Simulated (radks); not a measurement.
The numbers below are computed, except where a source is named.
Ionisation of neutral erbium, [Xe] 4f12 6s2, to Er+, [Xe] 4f12 6s1, under several functionals. Dirac Kohn-Sham, spin-unpolarised, spherical densities, finite nucleus; open shells fill j = l - 1/2 first; a radial shooting solver on a logarithmic mesh with Libxc functionals.

XLYP: E(Er) (hartree) -13100.1137; Exc (hartree) -280.9760; IE (eV) 6.368; -e(HOMO) (eV) 2.402; <r> HOMO (bohr) 0.8477; IE error (eV) +0.260
PBEsol: E(Er) (hartree) -13094.2100; Exc (hartree) -275.0228; IE (eV) 6.398; -e(HOMO) (eV) 2.649; <r> HOMO (bohr) 0.8458; IE error (eV) +0.291
exchange-only B88: E(Er) (hartree) -13095.6690; Exc (hartree) -276.4798; IE (eV) 5.804; -e(HOMO) (eV) 1.596; <r> HOMO (bohr) 0.8513; IE error (eV) -0.304
PW91: E(Er) (hartree) -13099.8479; Exc (hartree) -280.7240; IE (eV) 6.422; -e(HOMO) (eV) 2.663; <r> HOMO (bohr) 0.8458; IE error (eV) +0.314
RPBE: E(Er) (hartree) -13098.8481; Exc (hartree) -279.7095; IE (eV) 6.278; -e(HOMO) (eV) 2.582; <r> HOMO (bohr) 0.8454; IE error (eV) +0.170

NIST Atomic Spectra Database: 6.108 eV (measured). Closest: RPBE. The Delta-SCF values span 0.62 eV, the total energies 5.90 hartree. The highest occupied level is 4f7/2. Spin polarisation and multiplet splitting are left out, so open shells lie too high by an amount that depends on their filling.

Beside tabulated values, note that spin-unpolarised runs miss the spin-polarisation part of the exchange energy of open shells.
